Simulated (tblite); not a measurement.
Compound: C7H5N2 (doublet state).
Numbering: `[N:1]#[C:2][c:3]1[cH:4][c:5][cH:6][c:7]([NH2:8])[cH:9]1` (hydrogens: H10 on C4; H11 on C6; H12, H13 on N8; H14 on C9)

The geometry is computed with GFN2-xTB (gas phase). This method treats the open shell by occupation alone, without spin polarisation.

(1) Give the optimised bond lengths and angles.

Results:

(1) 
```json
{"bond": "N1≡C2", "length (pm)": "114.7"}
{"bond": "C2–C3", "length (pm)": "141.1"}
{"bond": "C3–C4", "length (pm)": "140.8"}
{"bond": "C4–C5", "length (pm)": "136.0"}
{"bond": "C5–C6", "length (pm)": "135.9"}
{"bond": "C6–C7", "length (pm)": "140.8"}
{"bond": "C7–N8", "length (pm)": "137.3"}
{"bond": "C7–C9", "length (pm)": "139.4"}
{"bond": "C3–C9", "length (pm)": "139.1"}
{"bond": "C4–H10", "length (pm)": "107.8"}
{"bond": "C6–H11", "length (pm)": "108.0"}
{"bond": "N8–H12, N8–H13", "length (pm)": "100.6"}
{"bond": "C9–H14", "length (pm)": "108.1"}
```

Bonds in one row agree within 1 pm and their mean is given. A selection of angles:
```json
{"angle": "N1–C2–C3", "degrees": "179.3"}
{"angle": "C2–C3–C4", "degrees": "118.9"}
{"angle": "C2–C3–C9", "degrees": "120.2"}
{"angle": "C4–C3–C9", "degrees": "120.9"}
{"angle": "C3–C4–C5", "degrees": "115.7"}
{"angle": "C4–C5–C6", "degrees": "126.1"}
{"angle": "C5–C6–C7", "degrees": "118.2"}
{"angle": "C6–C7–N8", "degrees": "120.4"}
{"angle": "C6–C7–C9", "degrees": "118.2"}
{"angle": "N8–C7–C9", "degrees": "121.3"}
{"angle": "C3–C9–C7", "degrees": "120.9"}
{"angle": "H12–N8–C7", "degrees": "117.3"}
{"angle": "H13–N8–C7", "degrees": "117.2"}
```

N8 (nitrogen bonded to C and 2 H) has angles 117.3°, 117.2° and 115.3°, sum 349.9°, 0.21 Å off the plane of its three neighbours. The C–C distances run from 1.359 Å (C5–C6, aromatic) to 1.411 Å (C2–C3, drawn single), a spread of 0.052 Å. C9 (carbon bonded to 2 C and H) is planar (angles 120.9°, 119.7° and 119.4°, sum 360.0°, 0.00 Å off the plane of its three neighbours). The 6-membered ring C3–C4–C5–C6–C7–C9 has internal angles of 115.7° to 126.1°; it is planar, 0.00 Å rms from its mean plane, widest ring torsion 1°. C5 (carbon bonded to 2 C) is bent (angle 126.1°). C4 (carbon bonded to 2 C and H) is planar (angles 123.7°, 120.6° and 115.7°, sum 360.0°, 0.00 Å off the plane of its three neighbours). The C–N distances run from 1.147 Å (N1≡C2, drawn triple) to 1.373 Å (C7–N8, drawn single), a spread of 0.226 Å.

Point group: near Cs, missed by 0.25 Å at most; the miss may be what the optimiser left on a soft mode. Its GFN2-xTB frequencies are all real (lowest 123 cm⁻¹).
